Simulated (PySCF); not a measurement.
Magnetisability: SMILES C(CS(=O)(=O)Cl)([SiH3])[SiH3], C₂H₉ClO₂SSi₂

Molfile (atoms numbered from 1):
```
C2H9ClO2SSi2
     RDKit          3D

 17 16  0  0  0  0  0  0  0  0999 V2000
    1.1971   -1.3183    1.4589 O   0  0  0  0  0  0  0  0  0  0  0  0
    1.6463   -0.6604    0.2742 S   0  0  0  0  0  6  0  0  0  0  0  0
    2.1704    0.6624    0.3908 O   0  0  0  0  0  0  0  0  0  0  0  0
    3.1556   -1.8049   -0.4730 Cl  0  0  0  0  0  0  0  0  0  0  0  0
    0.4108   -0.7478   -1.0149 C   0  0  0  0  0  0  0  0  0  0  0  0
   -0.7338    0.0889   -0.5059 C   0  0  0  0  0  0  0  0  0  0  0  0
   -1.4870   -0.6712    1.0847 Si  0  0  0  0  0  4  0  0  0  0  0  0
   -0.2112    1.9234   -0.3120 Si  0  0  0  0  0  4  0  0  0  0  0  0
    0.8895   -0.3583   -1.9117 H   0  0  0  0  0  0  0  0  0  0  0  0
    0.1794   -1.8051   -1.1323 H   0  0  0  0  0  0  0  0  0  0  0  0
   -1.5121    0.0562   -1.2762 H   0  0  0  0  0  0  0  0  0  0  0  0
   -2.9040   -0.2842    1.0283 H   0  0  0  0  0  0  0  0  0  0  0  0
   -0.9332   -0.1442    2.3211 H   0  0  0  0  0  0  0  0  0  0  0  0
   -1.4182   -2.1296    0.9816 H   0  0  0  0  0  0  0  0  0  0  0  0
    0.2537    2.2764    1.0195 H   0  0  0  0  0  0  0  0  0  0  0  0
    0.7381    2.2535   -1.3761 H   0  0  0  0  0  0  0  0  0  0  0  0
   -1.4485    2.6753   -0.5668 H   0  0  0  0  0  0  0  0  0  0  0  0
  1  2  2  0
  2  3  2  0
  2  4  1  0
  2  5  1  0
  5  6  1  0
  6  7  1  0
  6  8  1  0
  5  9  1  0
  5 10  1  0
  6 11  1  0
  7 12  1  0
  7 13  1  0
  7 14  1  0
  8 15  1  0
  8 16  1  0
  8 17  1  0
M  END
```

Method: PySCF, GIAO PBE0/pcSseg-1 magnetisability, rotational g tensor and spin-rotation constants, non-relativistic, gas phase. Geometry: GFN2-xTB.

Question: How diamagnetic is it, and how anisotropic?

Answer: Isotropic -1616 × 10⁻³⁰ J/T², or -97.3 × 10⁻⁶ cm³/mol; principal values -1720, -1590, -1537 × 10⁻³⁰ J/T², anisotropy 163 × 10⁻³⁰ J/T² (root of half the summed squared differences of the principal values). The susceptibility is in cgs units.

Question: Split it along the inertial axes a, b, c into diamagnetic and paramagnetic parts about the centre of mass, with the quadrupole moment.

Answer: 
| axis | χ (10⁻⁶ cm³/mol) | diamagnetic (10⁻⁶ cm³/mol) | paramagnetic (10⁻⁶ cm³/mol) | summed x² of all electrons (Å²) | quadrupole Θ (D Å) |
| --- | --- | --- | --- | --- | --- |
| a | -103.3 | -870.5 | 767.2 | 325.5 | -1.75 |
| b | -95.8 | -1652.7 | 1556.9 | 141.1 | -3.54 |
| c | -92.9 | -1979.8 | 1886.9 | 64.0 | +5.29 |

Anisotropies 2χaa − χbb − χcc = -17.8 and 2χbb − χaa − χcc = +4.6 × 10⁻⁶ cm³/mol. Θ is traceless in Buckingham's convention.

Question: And the rotational g tensor?

Answer: 
```
axis  rotational constant (GHz)        g  nuclear part  electronic part
   a                     1.6797  -0.0310        0.5744          -0.6054
   b                     0.7568  -0.0163        0.5373          -0.5536
   c                     0.6263  -0.0158        0.5393          -0.5552
```
Asymmetric top; isotopes 12C, 35Cl, 1H, 16O, 32S, 28Si; no vibrational averaging.
